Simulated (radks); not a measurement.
Spherical quantum dot in the effective-mass picture: electrons in a hard-walled sphere of radius 1.27, with a point charge +2 (a donor) at the centre, all in effective atomic units (hartree* = m*/eps^2 hartree, bohr* = eps/m* bohr), one dielectric constant everywhere. Method: non-relativistic Kohn-Sham, exchange-only LDA, spin-polarised, spherical densities; computed with a radial shooting solver with Libxc functionals. Levels are named by radial order and angular momentum (1s, 1p, 1d, 2s, ...), and open shells are averaged over m.

N = 21, configuration 1s2 1p6 1d10 2s2 1f(up 1, down 0). This is the lowest configuration that the search found. Occupied and some empty levels:

level    occupation  eigenvalue (hartree*)  <r> (bohr*)
1s up             1                 23.039       0.6773
1s down           1                 23.074       0.6759
1p up             3                 25.819       0.8019
1p down           3                 25.866       0.8014
1d up             5                 29.343       0.8593
1d down           5                 29.394       0.8591
2s up             1                 30.812       0.5863
2s down           1                 30.838       0.5872
1f up             1                 33.757       0.8987
1f down           0                 33.811       0.8986
2p up             0                 38.117       0.6630
2p down           0                 38.145       0.6631
1g up             0                 39.025       0.9288
1g down           0                 39.080       0.9287
2d up             0                 45.320       0.7211
2d down           0                 45.352       0.7210

Energy (hartree*): total 351.532, kinetic 190.29, external -61.758, Hartree 246.59, exchange-correlation -23.590.
